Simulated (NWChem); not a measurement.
System: AlGeH4F; SMILES [F][AlH][GeH3]

Computed with NWChem. All runs use the structure optimised with B3LYP/6-31G* (spherical d). Ions are spin-unrestricted doublets at the neutral geometry; other ion states weren't tried. Functional: LC-ωPBE (HJS hole) with def2-SVP; rows give the range parameter ω in 1/bohr.

```json
[
 {"range parameter (1/bohr)": "0.20", "vertical ionisation energy, ΔSCF (eV)": "9.91", "−ε(HOMO) (eV)": "9.21", "ΔSCF minus −ε(HOMO) (eV)": "0.70"},
 {"range parameter (1/bohr)": "0.30", "vertical ionisation energy, ΔSCF (eV)": "10.09", "−ε(HOMO) (eV)": "9.94", "ΔSCF minus −ε(HOMO) (eV)": "0.15"},
 {"range parameter (1/bohr)": "0.40", "vertical ionisation energy, ΔSCF (eV)": "10.24", "−ε(HOMO) (eV)": "10.43", "ΔSCF minus −ε(HOMO) (eV)": "-0.19"},
 {"range parameter (1/bohr)": "0.50", "vertical ionisation energy, ΔSCF (eV)": "10.36", "−ε(HOMO) (eV)": "10.76", "ΔSCF minus −ε(HOMO) (eV)": "-0.40"},
 {"range parameter (1/bohr)": "0.60", "vertical ionisation energy, ΔSCF (eV)": "10.45", "−ε(HOMO) (eV)": "10.98", "ΔSCF minus −ε(HOMO) (eV)": "-0.53"}
]
```
